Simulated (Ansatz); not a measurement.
Computed with Ansatz on PBE0-D4/def2-TZVP structures; ΔE is electronic, products minus reactants. CCSD(T)/CBS adds triple-zeta CCSD(T) − MP2 to the extrapolated MP2 energy (def2 sets, frozen cores). Functionals use def2-TZVPP. B3LYP here is the variant with VWN-RPA as its local correlation; programs differ in this. Elements past krypton have def2 core potentials. For I, In outer-core shells are correlated without core-valence functions, which leaves a few kJ/mol of doubt a bond. One conformer a species, not always the lowest.

`[SiH3][O][In]([Cl])[Cl]` + `O[SiH](F)I` → `[OH][In]([Cl])[O][SiH3]` + `F[SiH](Cl)I`  (redistribution)

(1) Is it downhill or uphill in electronic energy at CCSD(T)/CBS, and by how much? (Estimate.)

(2) What do these levels give: r2SCAN-D4, B3LYP-D4, CAM-B3LYP-D4, PBE-QIDH, PBE, revPBE, r2SCAN, BHLYP, CAM-B3LYP, MP2/def2-SVP, CCSD(T)/def2-SVP, HF/def2-QZVPP? (Estimate.)

Largest T1 diagnostic among the species: 0.015.

## Answers

(1) Computed: Uphill: ΔE = +23.7 kcal/mol.

(2) The calculation gave: r2SCAN-D4 24.3, B3LYP-D4 24.9, CAM-B3LYP-D4 25.7, PBE-QIDH 25.3, PBE 22.0, revPBE 21.6, r2SCAN 24.3, BHLYP 27.8, CAM-B3LYP 25.8, MP2/def2-SVP 25.1, CCSD(T)/def2-SVP 25.4, HF/def2-QZVPP 31.0 kcal/mol.

From PBE to PBE0 (25 % exact exchange), in def2-TZVPP and without D4, ΔE moves by +2.5 kcal/mol. Leaving LDA and LC-ωPBE aside and taking each functional with its dispersion term where it has one, the values, not all of them listed here, spread over 6.3 kcal/mol, from revPBE-D4 to BHLYP-D4. LDA lies +1.4 kcal/mol from PBE without D4. At CCSD(T), def2-SVP lies +1.7 kcal/mol from the extrapolated value and def2-TZVPP +0.8 kcal/mol.
